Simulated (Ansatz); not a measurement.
```yaml
crystal:
  periodic: [false, false, false]
  atoms:
    - {symbol: C, position_ang: [-1.181866, 1.373741, -0.741438]}
    - {symbol: Ga, position_ang: [-0.488179, -0.377966, -0.144478]}
    - {symbol: C, position_ang: [1.311674, -0.980540, -0.735257]}
    - {symbol: O, position_ang: [0.151373, 0.138696, 1.933072]}
    - {symbol: H, position_ang: [-1.601367, 1.291652, -1.748595]}
    - {symbol: H, position_ang: [-1.975908, 1.736714, -0.085265]}
    - {symbol: H, position_ang: [-0.390278, 2.126089, -0.774846]}
    - {symbol: H, position_ang: [-1.511201, -1.481741, 0.373129]}
    - {symbol: H, position_ang: [1.270242, -1.316118, -1.775832]}
    - {symbol: H, position_ang: [1.688907, -1.821869, -0.147174]}
    - {symbol: H, position_ang: [2.044169, -0.168743, -0.694926]}
    - {symbol: H, position_ang: [-0.365962, -0.419244, 2.522847]}
    - {symbol: H, position_ang: [1.068797, -0.135572, 2.033463]}
basis:
  gaussian: {orbitals: def2-TZVP, final_grid: {core_spheres: 20, valence_spheres: 16, degree: 47}, nuclear_model: gaussian}
magnetization: {spin_polarized: true, initial_magnetization: 8}
hamiltonian: {xc: {name: wB97}, pseudopotentials: {relativity: scalar}}
```

```sh
$ ansatz run in.yaml --threads 4 --pin off --events-out ev --progress --plain --max-ram 10444MiB
```

It prints (some lines left out):

```
Functional definition: wB97
  name "wB97"
  cite "Chai & Head-Gordon, J. Chem. Phys. 128, 084106 (2008) doi:10.1063/1.2834918"
  cite "Becke, J. Chem. Phys. 107, 8554 (1997) doi:10.1063/1.475007"
  parameter omega = 0.4/bohr
  parameter cx1 = 1.13116
  parameter cx2 = -2.74915
  parameter cx3 = 12.0900
  parameter cx4 = -5.71642
  parameter css1 = -2.55352
  parameter css2 = 11.8926
  parameter css3 = -26.9452
  parameter css4 = 17.0927
  parameter cos1 = 3.99051
  parameter cos2 = -17.0066
  parameter cos3 = 1.07292
  parameter cos4 = 8.88211
  # The coefficients of nought are those of the uniform gas.
  exchange = spin_sum(e_x_unif_sr(omega)*poly(b97_u_x, 1, cx1, cx2, cx3, cx4)) + exact_x_lr(omega)
  correlation = spin_sum(e_c_pw_same_spin*poly(b97_u_same, 1, css1, css2, css3, css4))
      + integral(e_c_pw_opposite_spin*poly(b97_u_opposite, 1, cos1, cos2, cos3, cos4))
1275 factors; their error is unknown
450 factors; integrals over basis functions are off by at most 1.3e-5 eV
mean field evaluation 1: about -57021.2554 eV, gradient 3.5e1 eV
mean field evaluation 2: about -57014.3922 eV, gradient 5.6e1 eV
mean field evaluation 4: about -57028.9405 eV, gradient 6.5e0 eV
mean field evaluation 8: about -57030.3155 eV, gradient 1.1e0 eV
mean field evaluation 16: about -57030.5316 eV, gradient 8.7e-2 eV
mean field evaluation 32: about -57030.4873 eV, gradient 9.5e-4 eV
mean field -57030.48734632 eV, -2095.8317533246 hartree, gradient 2.8e-5 eV, S^2 20.012883; 6 other end points of the search recorded, 0 dependent functions left out
reference -57030.48734971 eV, -2095.8317534492 hartree; 34, 26 occupied and 161, 169 virtual orbitals, 1275 factors
Total energy: -57030.48734971 eV, -2095.8317534492 hartree
Relativity: scalar
```

(1) What is wrong with this run?

Results:

(1) The spin is set far too high for this molecule. The calculation finished and met its thresholds. The result belongs to that input, not to the molecule as meant.
